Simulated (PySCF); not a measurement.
C₂H₅F.

```xyz
8

C     -0.2253     1.1954     0.0000
C      0.5487    -0.1028     0.0000
F     -0.3396    -1.1938     0.0000
H      0.4726     2.0463     0.0000
H     -0.8612     1.2710    -0.8927
H     -0.8612     1.2710     0.8927
H      1.1828    -0.1997     0.8963
H      1.1828    -0.1997    -0.8963
```

Geometry optimised at PBE-D3(BJ)/def2-TZVP.

Level of theory: PBE/pcSseg-2 run with PySCF. Non-relativistic, no solvent.

Computed absolute GIAO shielding of each atom: isotropic value and principal components (ppm):
| atom | σ(iso) | σ11 | σ22 | σ33 | span |
|---|---|---|---|---|---|
| C1 | 160.8 | 143.2 | 160.6 | 178.5 | 35.3 |
| C2 | 88.7 | 43.4 | 65.8 | 157.0 | 113.6 |
| F3 | 384.9 | 358.9 | 362.6 | 433.2 | 74.3 |
| H4 | 30.2 | 27.1 | 27.5 | 36.0 | 8.9 |
| H5 | 29.8 | 26.7 | 28.0 | 34.6 | 7.9 |
| H6 | 29.8 | 26.7 | 28.0 | 34.6 | 7.9 |
| H7 | 26.5 | 22.4 | 27.0 | 30.0 | 7.6 |
| H8 | 26.5 | 22.4 | 27.0 | 30.0 | 7.6 |
